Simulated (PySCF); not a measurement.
Gas-phase reaction: HfO₂ + 2 Cl + HCl ⇌ HfCl₃OH + O

Method: PySCF energies plus ideal-gas RRHO corrections (1 bar). † marks an energy on the PBE0/def2-TZVP geometry and frequencies; other levels use their own. CCSD(T) freezes the core. Open shells (unrestricted): Cl (multiplicity 2), O (multiplicity 3); the rest are closed-shell singlets. Spin-orbit splitting is ignored; it lowers the true energy and changes the entropy of Cl, O. Hf: scalar-relativistic def2 core potential, no spin-orbit coupling. HfCl₃OH: computed as isolated molecules; such fragments, hydroxides, amides, oligomers or adducts are transient or little studied in the gas. CCSD(T) isn't extrapolated to the basis-set limit. Warning, large T1 diagnostic: HfO₂ (CCSD(T)/def2-SVP†, CCSD(T)/def2-TZVPP†).

CCSD(T)/def2-TZVPP† gives ΔH°(298 K) = -732 kJ.

What do PBE0/def2-TZVP, CCSD(T)/def2-SVP†, r2SCAN/def2-TZVP† give?

PBE0/def2-TZVP: -730 kJ; CCSD(T)/def2-SVP†: -728 kJ; r2SCAN/def2-TZVP†: -725 kJ. For scale, ΔH°(298 K) is -732 kJ at this level, -756 kJ at ωB97M-V/def2-TZVP†, and runs from -908 to -617 kJ over the 17 levels computed.
